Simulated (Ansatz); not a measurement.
`C#C[Si](F)([AlH2])S`. The species carries charge 0 and has multiplicity 1. Geometry: relaxed with PBE0-D4/def2-TZVP. It is one conformer, not always the lowest.

```xyz
10

C    -1.246   -0.339   -2.268
C    -0.514   -0.404   -1.311
Si    0.517   -0.437    0.191
F     0.909   -1.977    0.430
Al   -0.557    0.535    2.185
S     2.258    0.729   -0.212
H    -1.888   -0.286   -3.118
H     0.345    0.888    3.441
H    -2.113    0.837    2.190
H     2.289    0.455   -1.528
```

Problem. What is the dipole moment at B3LYP/def2-TZVPP? (Estimate.)

Solution. Computed: 1.82 D, with components (-1.33, 0.84, -0.91) D in this frame, pointing from negative to positive charge.

Problem. And with PBE, r2SCAN, ωB97M-V? (Best estimate.)

Solution. The calculation gave: PBE 1.72 D, r2SCAN 1.82 D, ωB97M-V 1.86 D.

Problem. Give the Mulliken charges with B3LYP, r2SCAN, PBE in def2-TZVPP. (Estimate.)

Solution. Computed: 
```csv
atom,B3LYP,r2SCAN,PBE
C1,0.06,-0.06,0.01
C2,-0.46,-0.37,-0.35
Si3,0.48,0.48,0.39
F4,-0.31,-0.30,-0.26
Al5,0.38,0.47,0.32
S6,-0.27,-0.26,-0.25
H7,0.25,0.23,0.21
H8,-0.13,-0.15,-0.10
H9,-0.13,-0.15,-0.10
H10,0.12,0.12,0.13
```

B3LYP here is the variant with VWN-RPA as its local correlation; programs differ in this.
